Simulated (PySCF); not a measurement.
Dipole response of Se⁻ (selenium, charge -1)

[Ar] 3d10 4s2 4p5, 2P determinant. All numbers are calculated (PySCF 2.14, scalar relativity through the core potential, in aug-cc-pVTZ-PP with one added diffuse shell each of s, d, f type with ECP10MDF (7s5p5d3f, 68 functions)). Coupled (time-dependent) response in atomic units; α is the mean over directions.

```csv
method,mean α (bohr³),"α xx, yy, zz",C₆ (like pair),S(−4)
UHF,64.58,"50.55, 71.60, 71.60",733.0,2071
CAM-B3LYP,75.05,"58.45, 83.35, 83.35",867.1,3271
```

S(−4) is the Cauchy moment in α(ω) = α(0) + S(−4) ω² + …

Spin-orbit coupling is absent.

α(iu) at UHF:

```
u (hartree)  α(iu) (bohr³)
          0          64.58
     0.0500          60.08
      0.100          51.20
      0.200          35.63
      0.300          25.58
      0.500          14.73
      0.750          8.550
       1.00          5.536
       1.50          2.852
       2.00          1.740
       3.00         0.8532
       5.00         0.3407
```

A single London oscillator, α(iu) = α/(1 + u²/ω²), gives C₆ = (3/4) ω α². Matching the computed C₆ needs ω = 4 × 733.0 / (3 × 64.58²) = 0.234 hartree.

For an ion, C₆ is the dispersion term alone; charge-induced terms of lower order in 1/R come first.

The components differ because the open shell of this determinant is not spherical; for a pure term their mean is the scalar polarisability.

Energies and moments cover only the electrons outside the core potential.
